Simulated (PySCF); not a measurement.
CH7AlO2Si, SMILES C[O][AlH][O][SiH3].

The structure is a stationary point at B3LYP-D3(BJ)/def2-SVP. One conformer was computed; it need not be the lowest.

All values below come from TDDFT-LC-ωPBE/def2-SVPD in PySCF.

Vertical excitations. Isolated molecule, no solvent.

**Question.** Estimate the UV-visible absorptions. (Estimate from the structure and the level; the computed values follow.)

**Answer.** 
```
state  energy (eV)  λ (nm)      f                                                                    main pairs
-----  -----------  ------  -----  ----------------------------------------------------------------------------
S1            7.47     166  0.003                                              HOMO→LUMO 60 %, HOMO→LUMO+4 11 %
S2            7.49     166  0.000                                          HOMO−1→LUMO 54 %, HOMO−1→LUMO+2 12 %
S3            7.57     164  0.001                                                            HOMO−1→LUMO+1 84 %
S4            7.81     159  0.029     HOMO−2→LUMO 34 %, HOMO→LUMO+1 25 %, HOMO−2→LUMO+2 13 %, HOMO−1→LUMO+4 7 %
S5            7.82     159  0.003   HOMO−3→LUMO 39 %, HOMO−3→LUMO+2 18 %, HOMO−2→LUMO+1 10 %, HOMO−4→LUMO+1 7 %
S6            7.94     156  0.101                          HOMO→LUMO+1 56 %, HOMO−2→LUMO 12 %, HOMO−1→LUMO 11 %
S7            8.07     154  0.085                       HOMO−2→LUMO+1 51 %, HOMO−4→LUMO+1 25 %, HOMO−3→LUMO 8 %
S8            8.78     141  0.079                                        HOMO−3→LUMO+1 75 %, HOMO−6→LUMO+1 12 %
S9            8.78     141  0.012                    HOMO−4→LUMO+1 48 %, HOMO−2→LUMO+1 19 %, HOMO−5→LUMO+1 16 %
S10           8.94     139  0.008  HOMO−2→LUMO 15 %, HOMO−2→LUMO+4 13 %, HOMO−1→LUMO+2 12 %, HOMO−2→LUMO+2 11 %
T1            6.95     179      0                                        HOMO−4→LUMO+1 64 %, HOMO−2→LUMO+1 22 %
T2            7.05     176      0                                                              HOMO→LUMO+1 82 %
T3            7.13     174      0    HOMO−1→LUMO 37 %, HOMO−1→LUMO+2 14 %, HOMO−2→LUMO 12 %, HOMO−2→LUMO+2 11 %
T4            7.16     173      0                            HOMO→LUMO 50 %, HOMO→LUMO+4 11 %, HOMO→LUMO+2 10 %
```
Triplets are in the Tamm–Dancoff approximation, which puts them higher than full response would, so one can lie above its singlet here.
